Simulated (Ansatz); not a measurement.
BNH5O2F, closed shell: at the end structure of a reaction step.

in.yaml

```yaml
crystal:
  periodic: [false, false, false]
  atoms:
    - {symbol: B, position_ang: [-0.609402, 0.367100, 0.028884]}
    - {symbol: F, position_ang: [2.017925, -0.899183, -1.008311]}
    - {symbol: O, position_ang: [-0.016676, 1.359537, -0.693845]}
    - {symbol: O, position_ang: [-1.959942, 0.203496, -0.009234]}
    - {symbol: H, position_ang: [1.315498, -1.019908, -0.369781]}
    - {symbol: N, position_ang: [0.167915, -0.573464, 0.814089]}
    - {symbol: H, position_ang: [0.925698, 1.225099, -0.833003]}
    - {symbol: H, position_ang: [-2.373049, 0.786412, -0.651207]}
    - {symbol: H, position_ang: [0.897409, -0.187986, 1.397031]}
    - {symbol: H, position_ang: [-0.365276, -1.261105, 1.325377]}
basis:
  gaussian: {orbitals: "def2-QZVPP.json"}
correlation: {method: mp2}
```

The basis file named in the input lies beside it (Basis Set Exchange, JSON).

Run by:

```bash
ansatz run in.yaml --threads 4 --pin off --events-out ev --progress --plain --max-ram 9574MiB
```

The run's output (Ansatz 0.2.0):

```
Functional definition: HF
  name "HF"
  cite "Fock, Z. Phys. 61, 126 (1930) doi:10.1007/BF01340294"
  parent pbe
  exchange = exact_x
  correlation = 0
2676 factors; integrals over basis functions are off by at most 8.8e-4 eV
mean field evaluation 1: about -9016.2859 eV, gradient 5.6e1 eV
mean field evaluation 2: about -9016.3600 eV, gradient 5.6e1 eV
mean field evaluation 4: about -9021.6693 eV, gradient 3.4e0 eV
mean field evaluation 8: about -9021.7115 eV, gradient 2.8e-1 eV
mean field -9021.71181840 eV, -331.5417941905 hartree, gradient 2.4e-6 eV, S^2 0.000000; 0 other end points of the search recorded, 0 dependent functions left out
5 core orbitals not correlated: weight in the atoms' cores, before any rotation towards them, 1.000 or more for the frozen orbitals, at most 0.000 for the correlated occupied ones
reference -9021.71181840 eV, -331.5417941905 hartree; 16, 16 occupied and 414, 414 virtual orbitals, 2676 factors
second order -31.47284932 eV of doubles, -0.00000000 eV of singles
Total energy: -9053.18466773 eV, -332.6984000700 hartree
```

Hardware: 4 CPU threads of an Arm Neoverse V1, shared host. Wall time 17 s; peak host memory 2.3 GiB.
